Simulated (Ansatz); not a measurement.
Stepwise reaction of `[Cl][Sn]([Cl])([Br])[Br]` with hydrogen, as a gas-phase model of exchange steps in deposition or etching. ΔE in kJ/mol; ΔG adds harmonic PBE0-D4 terms to CCSD(T)/CBS, at 1 bar.

Computed with Ansatz on PBE0-D4/def2-TZVP structures; ΔE is electronic, products minus reactants. CBS: MP2 limit from def2 TZ/QZ plus the TZ coupled-cluster correction, frozen cores. This one scheme is used for every species. Functionals use def2-TZVPP. B3LYP here is the variant with VWN-RPA as its local correlation; programs differ in this. Elements past krypton have def2 core potentials. For Br, Sn outer-core shells are correlated without core-valence functions, which leaves a few kJ/mol of doubt a bond. Scalar relativity is left out up to krypton.

```tsv
step	reaction	PBE-D4	B3LYP-D4	ωB97M-V	CCSD(T)/CBS	ΔG(400 K)
2	`[Cl][SnH]([Cl])[Br]` + H₂ → `[Cl][SnH2][Cl]` + HBr	80.6	81.1	76.8	84.7	79.6
```

Task: Give the row of step 1, `[Cl][Sn]([Cl])([Br])[Br]` + H₂ → `[Cl][SnH]([Cl])[Br]` + HBr. (Best estimate.)

Result: The calculation gave: 
| step | reaction | PBE-D4 | B3LYP-D4 | ωB97M-V | CCSD(T)/CBS | ΔG(400 K) |
| --- | --- | --- | --- | --- | --- | --- |
| 1 | `[Cl][Sn]([Cl])([Br])[Br]` + H₂ → `[Cl][SnH]([Cl])[Br]` + HBr | 74.9 | 76.2 | 70.1 | 78.0 | 68.0 |

Task: By hand: ΔE of the 2 steps together at CCSD(T)/CBS.

Result: (78.0) + (84.7) = 162.7 kJ/mol, or 81.3 kJ/mol a step.

In ΔE each step is higher than the one before. All are uphill at CCSD(T)/CBS. ΔG lies between 68.0 and 79.6 kJ/mol a step. PBE-D4 differs from CCSD(T)/CBS by -4.1 to -3.1 kJ/mol a step. Only this route is followed, and other bonds may react first. Isolated molecules leave out the surface, adducts and barriers. Largest T1 diagnostic: 0.011.
